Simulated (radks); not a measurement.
The numbers below are computed, except where a source is named.
Question: The table gives one normalised radial function P(r) = r R(r) of F6+ in [He] 2s1 (r in bohr). Code: a radial shooting solver on a logarithmic mesh with Libxc functionals. Model: non-relativistic Kohn-Sham, r2SCAN, spin-polarised, spherical densities, point nucleus; open shells are filled with parallel spins first; meta-GGA in the generalised Kohn-Sham scheme.

| r | P |
|---|---|
| 0.009067 | 0.4348 |
| 0.009981 | 0.4747 |
| 0.01099 | 0.5178 |
| 0.01219 | 0.5684 |
| 0.01342 | 0.6188 |
| 0.01477 | 0.6730 |
| 0.01626 | 0.7309 |
| 0.0179 | 0.7928 |
| 0.01986 | 0.8644 |
| 0.02186 | 0.9346 |
| 0.02406 | 1.0086 |
| 0.02649 | 1.0864 |
| 0.02939 | 1.1745 |
| 0.03235 | 1.2591 |
| 0.03561 | 1.3461 |
| 0.0392 | 1.4350 |
| 0.04315 | 1.5249 |
| 0.04788 | 1.6222 |
| 0.0527 | 1.7106 |
| 0.05801 | 1.7961 |
| 0.06386 | 1.8771 |
| 0.07029 | 1.9518 |
| 0.07799 | 2.0230 |
| 0.08585 | 2.0776 |
| 0.0945 | 2.1192 |
| 0.104 | 2.1455 |
| 0.1145 | 2.1544 |
| 0.1271 | 2.1422 |
| 0.1399 | 2.1090 |
| 0.154 | 2.0539 |
| 0.1695 | 1.9765 |
| 0.1865 | 1.8772 |
| 0.207 | 1.7466 |
| 0.2278 | 1.6073 |
| 0.2508 | 1.4534 |
| 0.2761 | 1.2894 |
| 0.3039 | 1.1200 |
| 0.3372 | 0.9368 |
| 0.3712 | 0.7736 |
| 0.4086 | 0.6211 |
| 0.4497 | 0.4835 |
| 0.495 | 0.3649 |
| 0.5493 | 0.2610 |
| 0.6046 | 0.1837 |
| 0.6656 | 0.1234 |
| 0.7326 | 0.0789 |
| 0.8129 | 0.0457 |
| 0.8948 | 0.0260 |
| 0.985 | 0.0138 |
| 1.084 | 0.0069 |
| 1.193 | 0.0031 |
| 1.324 | 0.0012 |
| 1.458 | 0.0005 |
| 1.605 | 0.0002 |
| 1.766 | 0.0000 |
| 1.944 | 0.0000 |
| 2.157 | 0.0000 |
| 2.375 | 0.0000 |
| 2.614 | 0.0000 |

Which n and l does it have? It may be an empty orbital.

Answer: n = 1, l = 0: the number of nodes gives n - l - 1 = 0, the rise at small r (about r^(l+1)) gives l, and the extent must fit the shell. The curve is that of 1s up; the table hardly tells the two spins apart. 1s up: eigenvalue -863.68 eV, 0 radial nodes, <r> = 0.175 bohr, 90 % of the charge inside 0.312 bohr.
